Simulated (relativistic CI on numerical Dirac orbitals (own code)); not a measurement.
# One change at a time: B II

Base calculation: Dirac-Coulomb-Breit CI, orbitals from a KLI potential per configuration, model QED (radiative potential, 1s self-energy scaled to tabulated hydrogen-like ionisation energies), valence Slater integrals scaled by 0.85, P86 correlation energy added to each configuration.

Configuration list (outside the closed core 1s2): 2s2, 2s.2p, 2p2, 2s.3s, 2s.3p, 2s.3d, 2p.3s, 2p.3p, 2s.4s, 2s.4p, 2s.4d, 2s.4f, 3s2, 3s.3p, 3p2. Levels of other configurations are missing.

Variants: (1) no correlation estimate; (2) Slater integrals left unscaled; (3) non-relativistic limit; (4) only the first 3 configurations. Shifts of the energy above 2s2 1S_0, in cm⁻¹, for the lowest level and the first level of each name with at least 55 % of one term (blank where a level changes its place among those of its configuration and J or its character, or is not in the variant):

```csv
Level,Base,Δ(1),Δ(2),Δ(3),Δ(4),Measured
2s2 1S_0,0.0,0.0,0.0,0.0,0.0,0.0
2s.2p 3P°_0,37403.1,-542.9,+1150.3,-35.2,-22.6,37335.5
2s.2p 3P°_1,37408.0,-542.9,+1150.4,-40.1,-22.4,37341.7
2s.2p 3P°_2,37422.1,-542.9,+1150.5,-54.2,-21.9,37357.8
2s.2p 1P°_1,75768.8,-570.1,+7974.3,-51.7,+812.4,73396.5
2p2 3P_0,99741.7,-1199.0,+1957.5,-92.3,-44.7,98911.4
2p2 3P_1,99749.4,-1199.0,+1957.5,-100.0,-44.6,98919.9
2p2 3P_2,99760.4,-1199.0,+1957.6,-111.0,-44.3,98933.3
2p2 1D_2,106550.9,-1331.4,+2493.7,-100.5,+3469.8,102362.8
2s.3s 3S_1,129431.5,-2880.1,+2260.8,-26.2,,129773.2
2p2 1S_0,131068.1,+3088.4,+12317.8,-75.7,+3408.3,127661.2
2s.3s 1S_0,136283.6,-7153.8,-329.6,-57.0,,
2s.3p 3P°_0,144051.6,-3241.0,+2734.2,-34.5,,143989.3
2s.3p 3P°_1,144052.9,-3241.0,+2734.2,-35.8,,143993.5
```

For a near-neutral ion this model can misplace configurations by up to about 10,000 cm⁻¹ (more where the count of f electrons changes) and terms by 10 to 25 % of their spread. Rates follow the energies as ν³ (E1, M1) or ν⁵ (E2), so they and the lifetimes can be off by large factors. The fine structure of a lone outer electron comes out too small, for d and f at times inverted, and misplaced configurations move strength between like terms. 18 of the 18 excited levels that our extract of the measured tables holds in this range could be paired (the sources list more); they are missed by 832 cm⁻¹ on average and 4188 at most, and levels without a partner can miss by more.

Measured levels: NIST Handbook of Basic Atomic Spectroscopic Data (Sansonetti and Martin, J. Phys. Chem. Ref. Data 34, 1559 (2005)).

Ionisation energy from the two ground configurations alone: base 24.3 eV; no correlation estimate 23.44 eV. The NIST ASD value (measured) is 25.1548 eV. The gap of more than 2 % comes from missing correlation.

LS names give the leading component of a level, which can be under half, so a name can repeat, a term be missing and a line seem to break the LS rules.
